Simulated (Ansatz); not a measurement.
Relaxation of Cl₃GeH₃OS (9 atoms, charge 0, multiplicity 1), to a largest force component of 0.03 eV/Å in at most 50 steps.

Method: Ansatz 0.2.0, RKS PBE-D4/def2-SVP.

```xyz
9
Properties=species:S:1:pos:R:3
Ge -0.117 0.078 -0.039
O -0.177 -0.094 1.729
H -0.839 0.547 2.069
Cl 1.855 0.495 -0.763
Cl -1.340 1.823 -0.457
Cl -1.045 -1.566 -1.077
S 1.675 -2.623 1.151
H 0.531 -3.351 1.041
H 1.118 -1.836 2.143
```

Task: Where does it end, and by what steps?

Result: It converged. After 7 steps the energy has fallen by 0.024 eV; S7 moved furthest, 0.30 Å.

| step | energy less start (eV) | largest force component (eV/Å) | accepted |
| --- | --- | --- | --- |
| 0 | 0.0000 | 0.388 | yes |
| 1 | -0.0115 | 0.191 | yes |
| 2 | 0.0250 | 0.730 | no |
| 3 | -0.0210 | 0.077 | yes |
| 4 | -0.0222 | 0.066 | yes |
| 5 | -0.0231 | 0.129 | yes |
| 6 | -0.0236 | 0.091 | yes |
| 7 | -0.0242 | 0.016 | yes |

```xyz
9
Properties=species:S:1:pos:R:3
Ge -0.174 0.154 -0.081
O -0.191 -0.096 1.684
H -0.762 0.587 2.091
Cl 1.808 0.528 -0.793
Cl -1.409 1.887 -0.472
Cl -1.033 -1.541 -1.085
S 1.755 -2.807 1.377
H 0.584 -3.373 0.975
H 1.083 -1.868 2.101
```

Whether the end is a true minimum wasn't checked by a vibrational analysis.

The run took 14 s on 4 threads of Arm Neoverse V1, with other jobs on the host, peak memory 0.21 GiB.
